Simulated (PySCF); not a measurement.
Species: C6H7F3S.
Atom-mapped SMILES: `[F:1][C:2]([F:3])([F:4])[C@@H:5]1[CH2:6][CH2:7][C:8](=[S:9])[CH2:10]1` (hydrogens: H11 on C5; H12, H13 on C6; H14, H15 on C7; H16, H17 on C10)

Theory: PBE0-D3(BJ)/def2-SVP geometry optimisation, gas phase in PySCF.

Question: List the bond lengths, angles and torsions at this level.

Answer: 
```tsv
bond	length (Å)	order
F1–C2, C2–F3, C2–F4	1.337	single
C2–C5	1.508	single
C5–C6	1.532	single
C6–C7	1.527	single
C7–C8	1.510	single
C8=S9	1.619	double
C8–C10	1.509	single
C5–C10	1.530	single
C5–H11	1.103	single
C6–H12	1.098	single
C6–H13	1.102	single
C7–H14	1.099	single
C7–H15	1.105	single
C10–H16	1.098	single
C10–H17	1.106	single
```

Bonds in one row agree within 0.01 Å and their mean is given. Orders are formal, as drawn. A selection of angles:
```tsv
angle	degrees
F1–C2–F3	107.3
F1–C2–C5	111.8
C2–C5–C6	113.8
C2–C5–C10	113.9
C6–C5–C10	103.7
C5–C6–C7	103.1
C6–C7–C8	105.6
C7–C8–S9	126.1
C7–C8–C10	108.1
S9–C8–C10	125.8
C5–C10–C8	105.1
```

Torsions: F1–C2–C5–C6 59° (synclinal); C2–C5–C6–C7 -163° (antiperiplanar); C5–C6–C7–C8 31° (synclinal); C6–C7–C8–S9 169° (antiperiplanar); C7–C8–C10–C5 -12° (synperiplanar); C2–C5–C10–C8 156° (antiperiplanar).

All 3 C–F bonds measure 1.337 to 1.339 Å. Of the pairs four or more bonds apart, F1···H13 is among the closest relative to their van der Waals radii: 2.54 Å, 95 % of the sum of Bondi's values. The 5-membered ring C5–C6–C7–C8–C10 has internal angles of 103.1° to 108.1°; it is puckered, 0.17 Å rms from its mean plane, widest ring torsion 38°. The 6 C–C bonds span 1.508 Å (C2–C5, drawn single) to 1.532 Å (C5–C6, drawn single), a spread of 0.024 Å.

Point group: C1 (no symmetry element, even within 0.4 Å). Stationary, but not proved a minimum. One conformer, not necessarily the lowest.
